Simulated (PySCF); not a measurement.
PySCF input for Be(OMe)(SiH3) (CH₆BeOSi), SMILES C[O][Be][SiH3], ωB97X-D3(BJ)/def2-SVP. 

```python
import numpy as np
from pyscf import gto, scf, dft
from pyscf.geomopt import geometric_solver

mol = gto.M(
    atom='''
    Be   -0.02755336   -0.00267510   -0.04121372
    O    -0.71909213   -0.32042698   -1.18016037
    C    -1.41056232   -0.64268359   -2.32114398
    H    -2.15060673    0.13246574   -2.54743721
    H    -0.72261844   -0.72966767   -3.16895401
    H    -1.93071967   -1.59783265   -2.19150560
    Si    1.06440728    0.48085319    1.74980094
    H     0.80095006   -0.33789326    2.94399524
    H     0.89493793    1.83104374    2.31003262
    H     2.53267930    0.40015725    1.68965738
    ''',
    basis='def2-SVP',
    charge=0,
    spin=0,
    max_memory=1600,
    verbose=3,
)
mf = dft.RKS(mol, xc='wb97x-d3bj').density_fit(auxbasis='def2-universal-jkfit')
mf.grids.level = 3
mf.conv_tol = 1e-9
mf.max_cycle = 100
mf.kernel()
grad = mf.nuc_grad_method()
grad.grid_response = mol.nao <= 150
conv, mol_eq = geometric_solver.kernel(grad, convergence_set='GAU_TIGHT', maxsteps=100)
print(mol_eq.tostring(format='xyz'))
mf.reset(mol_eq)
mf.kernel()
```

Log of the run:

```
converged SCF energy = -421.095486574656
[banner and settings of the optimiser left out]
Geometry optimization cycle 1
Cartesian coordinates (Angstrom)
 Atom        New coordinates             dX        dY        dZ
  Be  -0.027553  -0.002675  -0.041214    0.000000  0.000000  0.000000
   O  -0.719092  -0.320427  -1.180160    0.000000  0.000000  0.000000
   C  -1.410562  -0.642684  -2.321144    0.000000  0.000000  0.000000
   H  -2.150607   0.132466  -2.547437    0.000000  0.000000  0.000000
   H  -0.722618  -0.729668  -3.168954    0.000000  0.000000  0.000000
   H  -1.930720  -1.597833  -2.191506    0.000000  0.000000  0.000000
  Si   1.064407   0.480853   1.749801    0.000000  0.000000  0.000000
   H   0.800950  -0.337893   2.943995    0.000000  0.000000  0.000000
   H   0.894938   1.831044   2.310033    0.000000  0.000000  0.000000
   H   2.532679   0.400157   1.689657   -0.000000  0.000000  0.000000

WARN: Mole.unit (angstrom) is changed to Bohr

converged SCF energy = -421.095486574661
--------------- DFRKS_Scanner gradients ---------------
         x                y                z
0 Be    -0.0098248790    -0.0043785117    -0.0161226340
1 O     0.0026676935     0.0010536566     0.0043205352
2 C     0.0016660393     0.0007772979     0.0027246142
3 H     0.0044100031    -0.0030733992     0.0027163236
4 H    -0.0021371496     0.0008775163     0.0056145709
5 H     0.0034325597     0.0048618453     0.0011154003
6 Si    -0.0032933222    -0.0014372661    -0.0053683974
7 H     0.0073855406     0.0106276612    -0.0049661000
8 H     0.0064756605    -0.0121940043     0.0017560402
9 H    -0.0107821444     0.0028852001     0.0082096489
----------------------------------------------
cycle 1: E = -421.095486575  dE = -421.095  norm(grad) = 0.033804
Step    0 : Gradient = 1.069e-02/1.938e-02 (rms/max) Energy = -421.0954865747
Hessian Eigenvalues: 2.30000e-02 4.99998e-02 5.00000e-02 ... 3.42107e-01 5.04945e-01 5.10123e-01

Geometry optimization cycle 2
Cartesian coordinates (Angstrom)
 Atom        New coordinates             dX        dY        dZ
  Be  -0.007481   0.004585  -0.009119    0.020072  0.007260  0.032095
   O  -0.709690  -0.317031  -1.165240    0.009403  0.003395  0.014920
   C  -1.409274  -0.641847  -2.319039    0.001288  0.000836  0.002105
   H  -2.158684   0.133359  -2.556988   -0.008077  0.000893 -0.009550
   H  -0.726278  -0.732178  -3.181918   -0.003660 -0.002511 -0.012964
   H  -1.938949  -1.603508  -2.201314   -0.008230 -0.005675 -0.009809
  Si   1.085198   0.489546   1.783747    0.020790  0.008693  0.033946
   H   0.760334  -0.390999   2.959581   -0.040616 -0.053106  0.015585
   H   0.857375   1.887239   2.291447   -0.037563  0.056195 -0.018585
   H   2.579271   0.384176   1.641914    0.046592 -0.015981 -0.047744
converged SCF energy = -421.099753422913
--------------- DFRKS_Scanner gradients ---------------
         x                y                z
0 Be    -0.0016474782    -0.0006353624    -0.0026566445
1 O     0.0029968590     0.0012956147     0.0049083801
2 C     0.0000791450     0.0000277304     0.0001240669
3 H    -0.0003291559    -0.0001203421    -0.0005113077
4 H    -0.0002894279    -0.0001518539    -0.0005348558
5 H    -0.0003202823    -0.0001744385    -0.0005087161
6 Si    -0.0055281816    -0.0024152089    -0.0090509730
7 H     0.0014725218     0.0004134923     0.0029299105
8 H     0.0015362155     0.0011087036     0.0027691204
9 H     0.0020297880     0.0006516626     0.0025310118
----------------------------------------------
cycle 2: E = -421.099753423  dE = -0.00426685  norm(grad) = 0.0140558
Step    1 : Displace = 4.284e-02/7.018e-02 (rms/max) Trust = 1.000e-01 (=) Grad = 4.445e-03/1.088e-02 (rms/max) E (change) = -421.0997534229 (-4.267e-03) Quality = 1.145
Hessian Eigenvalues: 2.30000e-02 4.99998e-02 5.00000e-02 ... 3.46636e-01 4.97905e-01 5.20864e-01

Geometry optimization cycle 3
Cartesian coordinates (Angstrom)
 Atom        New coordinates             dX        dY        dZ
  Be  -0.000263   0.005715   0.001653    0.007218  0.001129  0.010771
   O  -0.706286  -0.316474  -1.160261    0.003404  0.000557  0.004979
   C  -1.405914  -0.639944  -2.313441    0.003361  0.001903  0.005598
   H  -2.154242   0.137784  -2.547956    0.004442  0.004425  0.009031
   H  -0.720261  -0.729313  -3.174704    0.006018  0.002865  0.007214
   H  -1.934917  -1.601984  -2.192957    0.004032  0.001524  0.008357
  Si   1.094971   0.493172   1.799552    0.009773  0.003626  0.015805
   H   0.740947  -0.407586   2.947330   -0.019387 -0.016587 -0.012250
   H   0.837469   1.895673   2.269127   -0.019906  0.008434 -0.022320
   H   2.580317   0.376299   1.614729    0.001045 -0.007877 -0.027185
converged SCF energy = -421.100236792463
--------------- DFRKS_Scanner gradients ---------------
         x                y                z
0 Be     0.0004040506     0.0002913232     0.0007142184
1 O     0.0001430069    -0.0000057037     0.0002091302
2 C    -0.0002189114    -0.0000924121    -0.0003567970
[...]
   H  -1.912156  -1.506387  -2.286158    0.001087 -0.000825 -0.000065
  Si   1.043043   0.411103   1.854937   -0.000924  0.000717  0.000368
   H   0.655750  -0.529800   2.954248   -0.001022  0.000688  0.000305
   H   0.765703   1.794759   2.357288   -0.001498  0.000674  0.000176
   H   2.528860   0.301049   1.699983   -0.000842  0.001137  0.000878
converged SCF energy = -421.100260005386
--------------- DFRKS_Scanner gradients ---------------
         x                y                z
0 Be    -0.0000009322    -0.0000023142    -0.0000024171
1 O    -0.0000049774    -0.0000024315    -0.0000058704
2 C     0.0000079439     0.0000064350     0.0000092119
3 H    -0.0000006905    -0.0000022236     0.0000005684
4 H    -0.0000006898    -0.0000013270     0.0000004849
5 H    -0.0000005850     0.0000004387    -0.0000013207
6 Si    -0.0000009454     0.0000014363    -0.0000007745
7 H    -0.0000011023    -0.0000008519    -0.0000002957
8 H     0.0000011930     0.0000003727     0.0000001127
9 H     0.0000007857     0.0000004646     0.0000003201
----------------------------------------------
cycle 39: E = -421.100260005  dE = -4.46653e-09  norm(grad) = 1.68873e-05
Step   38 : Displace = 2.350e-04/3.631e-04 (rms/max) Trust = 3.000e-01 (=) Grad = 5.340e-06/1.376e-05 (rms/max) E (change) = -421.1002600054 (-4.467e-09) Quality = 1.753
Hessian Eigenvalues: 2.36681e-04 4.40661e-04 8.20460e-03 ... 3.42474e-01 5.21290e-01 5.69662e-01

Geometry optimization cycle 40
Cartesian coordinates (Angstrom)
 Atom        New coordinates             dX        dY        dZ
  Be  -0.004233  -0.012894   0.010029    0.000023  0.000292 -0.000073
   O  -0.680492  -0.287112  -1.180930    0.000151 -0.000025 -0.000077
   C  -1.351895  -0.558961  -2.362639    0.000086 -0.000721  0.000101
   H  -2.069645   0.245733  -2.599169   -0.000128 -0.000992 -0.000175
   H  -0.643168  -0.645766  -3.204549    0.000030 -0.000902  0.000072
   H  -1.911819  -1.507217  -2.285575    0.000337 -0.000830  0.000583
  Si   1.042944   0.411808   1.854841   -0.000099  0.000704 -0.000096
   H   0.655739  -0.528943   2.954310   -0.000011  0.000857  0.000062
   H   0.765412   1.795517   2.356939   -0.000291  0.000758 -0.000349
   H   2.528776   0.301905   1.699947   -0.000084  0.000856 -0.000036
converged SCF energy = -421.100260006932
--------------- DFRKS_Scanner gradients ---------------
         x                y                z
0 Be    -0.0000006464    -0.0000001788     0.0000006382
1 O     0.0000010373     0.0000005632     0.0000005210
2 C    -0.0000000697     0.0000006353    -0.0000012389
3 H    -0.0000006466    -0.0000001688     0.0000002920
4 H     0.0000002140    -0.0000004202     0.0000000423
5 H    -0.0000002404    -0.0000005525    -0.0000001011
6 Si     0.0000002369    -0.0000005159     0.0000001067
7 H    -0.0000003456     0.0000001686    -0.0000001341
8 H     0.0000005388     0.0000002954    -0.0000003370
9 H    -0.0000000754     0.0000001678     0.0000002137
----------------------------------------------
cycle 40: E = -421.100260007  dE = -1.54643e-09  norm(grad) = 2.5816e-06
Step   39 : Displace = 1.737e-04/3.283e-04 (rms/max) Trust = 3.000e-01 (=) Grad = 8.164e-07/1.394e-06 (rms/max) E (change) = -421.1002600069 (-1.546e-09) Quality = 1.570
Hessian Eigenvalues: 2.33716e-04 6.42357e-04 8.34471e-03 ... 3.42477e-01 5.19556e-01 5.65037e-01

Geometry optimization cycle 41
Cartesian coordinates (Angstrom)
 Atom        New coordinates             dX        dY        dZ
  Be  -0.004270  -0.012960   0.010065   -0.000037 -0.000066  0.000035
   O  -0.680505  -0.287060  -1.180936   -0.000013  0.000052 -0.000005
   C  -1.351793  -0.558704  -2.362756    0.000101  0.000258 -0.000117
   H  -2.069442   0.246084  -2.599271    0.000203  0.000352 -0.000103
   H  -0.642977  -0.645466  -3.204595    0.000191  0.000300 -0.000047
   H  -1.911811  -1.506919  -2.285872    0.000009  0.000299 -0.000297
  Si   1.042843   0.411548   1.854956   -0.000101 -0.000259  0.000116
   H   0.655580  -0.529298   2.954324   -0.000159 -0.000355  0.000014
   H   0.765312   1.795214   2.357176   -0.000100 -0.000303  0.000237
   H   2.528678   0.301630   1.700110   -0.000097 -0.000275  0.000163
converged SCF energy = -421.100260006791
--------------- DFRKS_Scanner gradients ---------------
         x                y                z
0 Be     0.0000001579     0.0000000431     0.0000004218
1 O    -0.0000000001    -0.0000002997     0.0000007855
2 C    -0.0000005439     0.0000005471    -0.0000015225
3 H     0.0000000623    -0.0000001357     0.0000002445
4 H     0.0000001338     0.0000001007     0.0000001262
5 H     0.0000000191    -0.0000001438    -0.0000000323
6 Si     0.0000001401    -0.0000001324     0.0000000533
7 H    -0.0000003024     0.0000001070    -0.0000000296
8 H     0.0000003636     0.0000000960    -0.0000001754
9 H    -0.0000000503    -0.0000001764     0.0000001431
----------------------------------------------
cycle 41: E = -421.100260007  dE = 1.41256e-10  norm(grad) = 2.084e-06
Step   40 : Displace = 5.524e-05/9.470e-05 (rms/max) Trust = 3.000e-01 (=) Grad = 6.590e-07/1.707e-06 (rms/max) E (change) = -421.1002600068 (+1.413e-10) Quality = -0.812
Poor-quality step dominated by net translation/rotation detected; will project out net forces and torques past this point.
Hessian Eigenvalues: 1.95942e-04 1.57093e-03 9.07659e-03 ... 3.42453e-01 5.16875e-01 5.62149e-01

Geometry optimization cycle 42
Cartesian coordinates (Angstrom)
 Atom        New coordinates             dX        dY        dZ
  Be  -0.004253  -0.012925   0.010047    0.000017  0.000035 -0.000018
   O  -0.680474  -0.287053  -1.180954    0.000030  0.000007 -0.000019
   C  -1.351777  -0.558770  -2.362748    0.000017 -0.000067  0.000008
   H  -2.069446   0.245991  -2.599293   -0.000004 -0.000093 -0.000022
   H  -0.642974  -0.645558  -3.204596    0.000003 -0.000092 -0.000001
   H  -1.911772  -1.506993  -2.285809    0.000038 -0.000075  0.000063
  Si   1.042825   0.411615   1.854951   -0.000018  0.000066 -0.000006
   H   0.655559  -0.529231   2.954318   -0.000021  0.000067 -0.000006
   H   0.765265   1.795278   2.357158   -0.000047  0.000065 -0.000018
   H   2.528665   0.301716   1.700128   -0.000013  0.000085  0.000019
converged SCF energy = -421.100260006894
--------------- DFRKS_Scanner gradients ---------------
         x                y                z
0 Be    -0.0000002175    -0.0000000515    -0.0000005942
1 O    -0.0000006382    -0.0000001570    -0.0000007899
2 C     0.0000008050     0.0000003235     0.0000015209
3 H     0.0000000974    -0.0000002609    -0.0000000214
4 H    -0.0000001987     0.0000001649     0.0000000014
5 H     0.0000001457     0.0000000903    -0.0000001063
6 Si    -0.0000000085    -0.0000000302    -0.0000000919
7 H    -0.0000002883     0.0000000821     0.0000001224
8 H     0.0000002484     0.0000001046    -0.0000001664
9 H     0.0000000496    -0.0000002626     0.0000001319
----------------------------------------------
cycle 42: E = -421.100260007  dE = -1.03682e-10  norm(grad) = 2.23904e-06
Step   41 : Displace = 2.815e-05/4.720e-05 (rms/max) Trust = 2.762e-05 (-) Grad = 7.019e-07/1.751e-06 (rms/max) E (change) = -421.1002600069 (-1.037e-10) Quality = 0.890
Hessian Eigenvalues: 1.95942e-04 1.57093e-03 9.07659e-03 ... 3.42453e-01 5.16875e-01 5.62149e-01
Converged! =D

10
XYZ from PySCF
Be         -0.00425288       -0.01292506        0.01004650
O          -0.68047427       -0.28705300       -1.18095443
C          -1.35177663       -0.55877014       -2.36274810
H          -2.06944597        0.24599103       -2.59929308
H          -0.64297371       -0.64555802       -3.20459613
H          -1.91177245       -1.50699307       -2.28580872
Si          1.04282506        0.41161474        1.85495056
H           0.65555865       -0.52923102        2.95431845
H           0.76526469        1.79527821        2.35715751
H           2.52866486        0.30171550        1.70012839
converged SCF energy = -421.100260006907
```

The run converged.

Cost: very roughly 2.8 core-minutes.
